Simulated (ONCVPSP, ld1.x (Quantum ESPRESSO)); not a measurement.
**Pseudopotentials across the periodic table**

Generated with ld1.x 7.5 (TM, RRKJ, ultrasoft, PAW), atompaw 4.2 or ONCVPSP 4.0.1. The cutoff is in Ry: for ld1.x and atompaw files where the sum of valence levels is converged to 10 mRy in a Bessel basis, for ONCV files where the hardest occupied wave has 1 mHa per electron of residual kinetic energy. The error is the largest all-electron minus pseudo excitation energy over each file’s own four to seven test configurations (ionisations up to +4, promotions, holes and added fractions of an electron), all of which were solved. The labels leave out finer settings (local radius, basis sizes, second energies), which also bear on the numbers. Spin-polarised tests are not counted. The rows are a selection from randomly drawn settings: files with unsolved tests, undetermined cutoffs or missed reference levels are left out.

A true bound ghost makes a file unfit for plane-wave use even where its test errors are small: the radial tests pick states by their node count and pass the ghost by.

| element | potential | cutoff (Ry) | largest error (meV) | bound ghosts |
| --- | --- | --- | --- | --- |
| Co | ONCV, Wu-Cohen, fully relativistic, rc 2.10/1.30/1.05/2.00 (spdf), local smoothed, core correction yes, reference 3p6 3d7 4s1.5 4p0.5, qcut 2.9/9.4/17.3/6.3, projectors 3/2/2/3 | 196 | -66 | s |
| Ge | TM, PBE, scalar-relativistic, rc 1.45/1.46/1.65 (spd), local p, core correction no, reference 4s2 4p2 | 45 | +66 | s, d |
| Br | ONCV, PBE, scalar-relativistic, rc 1.00/0.95/1.05 (spd), local smoothed, core correction yes, reference 3s2 3p6 3d10 4s2 4p5, qcut 14.1/12.9/13.7, projectors 2/3/2 | 165 | -3.9 | none |
| Sn | ONCV, revPBE, fully relativistic, rc 1.10/1.35/1.55 (spd), local smoothed, core correction yes, reference 4s2 4p6 4d10 5s2 5p2, qcut 9.7/11/11.6, projectors 2/2/1 | 84 | +7.3 | none |
| Te | TM, PW91, non-relativistic, rc 1.45/1.80/1.50 (spd), local smoothed, core correction no, reference 5s1 5p5 | 40 | +61 | s, d, p |
| W | TM, Wu–Cohen, scalar-relativistic, rc 2.70/3.00/2.05 (spd), local p, core correction yes, reference 5d4 6s1.75 6p0.25 | 30 | -74 | none |

(1) Fill in the row for Sn: ONCV, LDA (Perdew-Wang 92), scalar-relativistic, rc 1.60/2.30/1.10/1.85 (spdf), local smoothed, core correction yes, reference 4d10 5s2 5p1.5, qcut 4.8/3.9/7.6/6.8, projectors 2/1/2/2.

(2) Fill in the row for He: ONCV, LDA (Perdew-Zunger), scalar-relativistic, rc 0.60 (s), local smoothed, core correction no, reference 1s2, qcut 8.6, projectors 1.

## Answers

(1) cutoff 406 Ry, largest error -235 meV, bound ghosts: s, p, d.

(2) cutoff 347 Ry, largest error +14 meV, bound ghosts: none.
